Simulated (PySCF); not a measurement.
Calculated NMR parameters of OCC1=COC=CO1

```
Formula                               : C5H6O3
SMILES                                : OCC1=COC=CO1
InChI                                 : InChI=1S/C5H6O3/c6-3-5-4-7-1-2-8-5/h1-2,4,6H,3H2
Point group of the computed structure : C1
Degrees of unsaturation               : 3
Carbon signals                        : 5
Proton signals                        : 5
```

Atoms are numbered as in `[OH:1][CH2:2][C:3]1=[CH:4][O:5][CH:6]=[CH:7][O:8]1`. Each H is labelled by its parent atom.

A single conformation, no solvent, non-relativistic, averaged over atoms made equivalent by symmetry, fast rotation or ring inversion. GIAO PBE0/pcSseg-1 shieldings; GFN2-xTB structure; PySCF.

Chemical shifts δ = σref − σ; $^{1}$H (31.72 ppm), $^{13}$C (186.93 ppm) against TMS; H2O for $^{17}$O (336.08 ppm), all at this level.

| carbon | δC, type | δH (multiplicity) | HMBC from (2–3 bonds) | span of the C tensor (ppm) |
| --- | --- | --- | --- | --- |
| C2 | 65.2, CH2 | 3.99 (s) | H(C4) | 53 |
| C3 | 144.9, C | – | H(C4), H(C7), H(C2) | 140 |
| C4 | 131.0, CH | 5.64 (s) | H(C6), H(C2) | 120 |
| C6 | 133.9, CH | 5.52 (m) | H(C4), H(C7) | 138 |
| C7 | 134.3, CH | 5.60 (m) | H(C6) | 134 |

Other nuclei:
```csv
atoms,nucleus,environment,δ (ppm),σ (ppm)
H(O1),$^{1}$H,hydrogen on an alcohol oxygen,1.09,30.63
O8,$^{17}$O,ether oxygen,106.6,229.5
O5,$^{17}$O,ether oxygen,105.4,230.7
O1,$^{17}$O,alcohol oxygen,24.0,312.1
```

1. Carbon types of the structure: 1 × C, 3 × CH, 1 × CH2, leaving 1 H on heteroatoms.
2. δC 144.9, 134.3, 133.9, 131.0: alkene carbon bearing oxygen.
3. δC 65.2: allylic sp3 CH2 bonded to O; pulled downfield by the heteroatom.
4. δH 5.64, 5.60, 5.52: hydrogen on an alkene carbon bearing oxygen; attached to an sp2 carbon and in the plane of the double bond.
5. δH 3.99: hydrogen on an allylic sp3 CH2 bonded to O; its carbon carries O, an electronegative neighbour.
6. δH 1.09: hydrogen on an alcohol oxygen; exchangeable; this is the value without hydrogen bonding to other molecules.

OH and NH positions are those of a molecule without intermolecular hydrogen bonds; in solution they move with solvent, concentration and temperature, and exchange usually removes their couplings. Shifts are as computed. Against solution values, carbons near 30 ppm lie about +3 ppm off and those near 130 ppm about +5 ppm. Of 1211 compounds with measured shifts, 218 miss one by over three times the rms of a fit or turn the order of signals round; such compounds aren't used in these exercises. Experimental scales use liquid or dissolved standards, which lie at an offset from isolated H2O (liquid H2O: subtract about 36 ppm). No couplings were computed; multiplicities are counted from neighbouring protons, with m where these are inequivalent, close in shift, in a saturated or five-membered ring or joined by F or P, and br s for small geminal =CH2 splittings.
